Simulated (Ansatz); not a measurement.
`F[SiH2][AlH][GeH3]` + `O[SiH2][SiH3]` → `[SiH3][AlH][GeH3]` + `O[SiH2][SiH2]F`  (redistribution)

Computed with Ansatz on PBE0-D4/def2-TZVP structures; ΔE is electronic, products minus reactants. CCSD(T)/CBS is the MP2 limit (def2-TZVPP, def2-QZVPP) plus CCSD(T) − MP2 in def2-TZVPP, frozen cores. This one scheme is used for every species. Functionals use def2-TZVPP. For Ge outer-core shells are correlated without core-valence functions, which leaves a few kJ/mol of doubt a bond. Scalar relativity is left out up to krypton. One conformer a species, not always the lowest.

`F[SiH2][AlH][GeH3]`:

```xyz
10

F    -2.670    2.112   -0.797
Si   -1.834    1.091    0.128
Al    0.274    0.357   -0.921
Ge    1.701   -1.251    0.318
H    -1.584    1.780    1.428
H    -2.729   -0.066    0.423
H     0.728    0.874   -2.353
H     1.204   -1.525    1.750
H     3.159   -0.759    0.430
H     1.751   -2.613   -0.406
```

`O[SiH2][SiH3]`:

```xyz
9

O    -0.158   -1.563   -1.350
Si    0.609   -0.820   -0.087
Si   -0.328    1.270    0.426
H    -1.095   -1.739   -1.259
H     0.575   -1.668    1.141
H     2.022   -0.669   -0.516
H     0.366    1.865    1.601
H    -1.771    1.114    0.765
H    -0.220    2.210   -0.722
```

`[SiH3][AlH][GeH3]`:

Z-matrix (Å, degrees):
```
Si
Al 1 2.458
H 1 1.490 2 114.0
H 1 1.492 2 110.2 3 121.2
H 1 1.492 2 110.1 3 -121.1
Ge 2 2.481 1 118.6 3 -179.2
H 2 1.590 1 121.3 3 0.9
H 6 1.541 2 114.4 1 179.8
H 6 1.543 2 111.0 1 58.6
H 6 1.543 2 111.0 1 -59.0
```

`O[SiH2][SiH2]F`:

Cartesian coordinates in Å:
```
O 1.153 -0.647 -1.407
Si 0.635 0.552 -0.393
Si -1.076 -0.433 0.878
F -1.635 0.668 1.909
H 1.859 -0.446 -2.023
H 0.123 1.730 -1.152
H 1.735 1.044 0.486
H -0.583 -1.589 1.672
H -2.212 -0.879 0.031
```

(1) Is it downhill or uphill in electronic energy at CCSD(T)/CBS, and by how much? (Estimate.)

(2) What do these levels give: PBE-D4, r2SCAN-D4, ωB97M-V, B2PLYP, SCS-MP2/def2-TZVPP, CCSD/CBS(def2)? (Best estimate.)

Largest T1 diagnostic among the species: 0.013.

## Answers

(1) Computed: Downhill: ΔE = -4.5 kJ/mol.

(2) The calculation gave: PBE-D4 -1.9, r2SCAN-D4 -3.0, ωB97M-V -4.1, B2PLYP -4.3, SCS-MP2/def2-TZVPP -5.4, CCSD/CBS(def2) -4.9 kJ/mol.
